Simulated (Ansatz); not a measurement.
`CB[SiH2][AlH2]` + `BS` → `B[S][AlH2]` + `CB[SiH3]` at 600 K and 1 bar (cleavage of the Al–Si bond).

Isolated molecules relaxed with PBE0-D4/def2-TZVP in Ansatz; ΔE leaves out vibrations. CCSD(T)/CBS is the MP2 limit (def2-TZVPP, def2-QZVPP) plus CCSD(T) − MP2 in def2-TZVPP, frozen cores. This one scheme is used for every species. Each species was taken in one conformer, which may not be the lowest.

```tsv
species	CCSD(T)/CBS energy (Eh)	H − E (kJ/mol)	S (J/(mol·K))
`CB[SiH2][AlH2]`	-598.71139	278.8	489.8
`BS`	-424.38198	108.7	286.1
`B[S][AlH2]`	-667.02114	142.0	373.2
`CB[SiH3]`	-356.10570	243.9	396.6
```

H − E and S are ideal-gas, rigid-rotor, harmonic terms from PBE0-D4/def2-TZVP, for one conformer and one mirror image of each species. 1 Eh = 2625.50 kJ/mol, R = 8.31446 J/(mol·K).

By hand: ΔE, ΔH, ΔS and ΔG.

ΔE = (-667.02114) + (-356.10570) − (-598.71139) − (-424.38198) = -0.03347 Eh = -87.9 kJ/mol. Δ(H − E) = 142.0 + 243.9 − 278.8 − 108.7 = -1.6, so ΔH = -89.5 kJ/mol. ΔS = 373.2 + 396.6 − 489.8 − 286.1 = -6.1 J/(mol·K). ΔG = -89.5 − 600 × (-6.1)/1000 = -85.8 kJ/mol.

By hand: the equilibrium constant, and the temperature at which ΔG would vanish if ΔH and ΔS stayed fixed.

log₁₀ K = −ΔG/(RT ln 10) = 7.5. ΔG = 0 at ΔH/ΔS = 14672 K, far beyond where these terms or the molecules hold.

The number of gas molecules stays the same, so ΔS is small and ΔH decides. A doubt of 5 kJ/mol in ΔE shifts log₁₀ K by 0.4 here. Other conformers and mirror images would add mixing entropy, several J/(mol·K) or more a flexible species. Modes under 60 cm⁻¹, often nearly free rotors, make the harmonic entropy too high. These are equilibria of isolated gas molecules and say nothing of rates. Largest T1 diagnostic: 0.015 (customary marks: 0.02 for closed shells, 0.045 for open ones).
